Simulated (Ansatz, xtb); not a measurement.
**Relative energy of two isomers of ClH4INSi2**

Structure I is `[SiH3]N[Si](Cl)I`, a doublet and structure II is `Cl[SiH2]N[SiH]I`, a doublet. Both are isolated molecules in the gas phase, relaxed with PBE0-D3(BJ)/def2-SVP; the shapes shown needn't be the lowest conformers.

I (Å):

```yaml
atoms:
  - { symbol: Cl, position_ang: [0.3788, 3.4037, 0.7160] }
  - { symbol: I, position_ang: [-1.7994, 1.6728, 3.2726] }
  - { symbol: N, position_ang: [-1.0301, 0.8525, -0.0333] }
  - { symbol: Si, position_ang: [0.3304, 0.5204, -1.1078] }
  - { symbol: Si, position_ang: [-1.3478, 2.2576, 0.9044] }
  - { symbol: H, position_ang: [0.0109, -0.7807, -1.7646] }
  - { symbol: H, position_ang: [1.6104, 0.3987, -0.3535] }
  - { symbol: H, position_ang: [0.4721, 1.5827, -2.1435] }
  - { symbol: H, position_ang: [-1.7271, 0.1140, 0.0361] }
```

II (Å):

```
atom    x (Å)    y (Å)    z (Å)
  Cl  -1.7008  -1.7919   0.4622
   I   3.0623   1.9507   0.1614
   N  -0.0502   0.5978  -0.7602
  Si   0.0710  -1.0839  -0.3459
  Si   0.5921   1.9569   0.1125
   H   0.3353  -1.8951  -1.5618
   H   1.1370  -1.2066   0.6790
   H  -0.6386   0.8317  -1.5582
   H   0.1394   3.1824  -0.6219
```

Problem. Estimate E(II) − E(I) at the level CCSD(T)/def2-SVP + ΔMP2/def2-TZVPP.

Solution. Too close to call at this level: CCSD(T)/def2-SVP + ΔMP2/def2-TZVPP gives E(II) − E(I) = −1.69 kJ/mol.

The same difference at several levels:

| level | geometry | E(II) − E(I) (kJ/mol) | departure from the last row (kJ/mol) | job, with rough time for the two |
| --- | --- | --- | --- | --- |
| PBE0-D3(BJ)/def2-SVP | PBE0-D3(BJ)/def2-SVP | −0.27 | +1.43 | optimisation, 12 min |
| HF/def2-SVP | PBE0-D3(BJ)/def2-SVP | −10.20 | −8.51 | part of the CCSD(T) run |
| MP2/def2-SVP | PBE0-D3(BJ)/def2-SVP | −2.90 | −1.21 | part of the CCSD(T) run |
| CCSD(T)/def2-SVP | PBE0-D3(BJ)/def2-SVP | −2.48 | −0.78 | single point |
| CCSD(T)/def2-SVP + ΔMP2/def2-TZVPP | PBE0-D3(BJ)/def2-SVP | −1.69 |  | single point, 4.4 min |

As drawn, both hold the same kinds of bond in the same numbers.

The largest departure from CCSD(T)/def2-SVP + ΔMP2/def2-TZVPP is that of HF/def2-SVP, 8.51 kJ/mol. Levels run at GFN2-xTB geometries aren't shown. The last row adds to CCSD(T) the change of the MP2 difference between the two basis sets, here +0.78 kJ/mol.

With harmonic frequencies from PBE0-D3(BJ)/def2-SVP (ideal gas, rigid rotor, one conformer each, 298.15 K, 1 atm): on the last row, ΔE + ΔZPE = −1.16 kJ/mol. A mode under 50 cm⁻¹ makes harmonic enthalpies and free energies unreliable, so none is given.

Open shells are spin-unrestricted. The correlated steps freeze 20 core orbitals; the filled d shell of I is correlated, in a basis made for valence electrons. Atoms past krypton carry core potentials in the def2 sets and no spin–orbit term is included. Programs: Ansatz 0.2.0; the last row on 2 threads of Intel(R) Xeon(R) Processor @ 2.50GHz (Skylake/Cascade Lake) on a shared host.
